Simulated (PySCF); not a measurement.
Molecule: 2-(methylthio)pyridine (SMILES CSc1ccccn1).

Bonds (- single, = double, # triple, : aromatic): C1-S2, S2-C3, C3:C4, C4:C5, C5:C6, C6:C7, C7:N8, N8:C3. C1 carries H9, H10, H11; C4 carries H12; C5 carries H13; C6 carries H14; C7 carries H15.

Frames of a GFN2-xTB Langevin trajectory at 400 K; GIAO PBE0/pcSseg-1 shieldings in PySCF 2.14.0 with density-fitted response routines, gas phase, non-relativistic; equivalent atoms averaged within each frame.

Shifts are taken against calculated references (same method and geometry level): TMS for $^{13}$C (σref 186.93) and $^{1}$H (σref 31.72); $^{33}$S (σref 503.73) against CS2; NH3 for $^{15}$N (σref 267.73). The references are static minima.

Problem. How do the shifts (ppm) fluctuate along the trajectory?

Solution. 
```csv
time (fs),C3,C7,C5,C4,C6,C1,S2,N8,H13,H15
optimised geometry,169.3,155.3,141.1,125.9,122.1,19.7,46,336.0,7.70,8.70
250,169.0,159.7,157.7,137.9,123.9,18.9,57,325.1,8.68,8.33
425,161.3,156.9,141.1,116.4,123.5,23.9,59,340.1,8.65,8.45
625,167.4,155.6,133.3,130.9,127.2,19.6,90,330.2,6.91,9.15
800,176.4,161.1,140.1,134.8,119.9,16.6,74,327.0,7.41,8.94
1000,165.1,160.7,148.0,131.6,130.0,24.8,75,334.0,8.50,9.37
mean of frames,167.9,158.8,144.0,130.3,124.9,20.8,71,331.3,8.03,8.85
standard deviation,5.6,2.4,9.3,8.2,3.8,3.4,14,6.0,0.81,0.44
```

5 frames give an uncertainty of the mean of about the standard deviation over 2.2 at best, since frames this close in time may not be independent; classical motion lacks zero-point vibration, and the reference would need the same averaging.
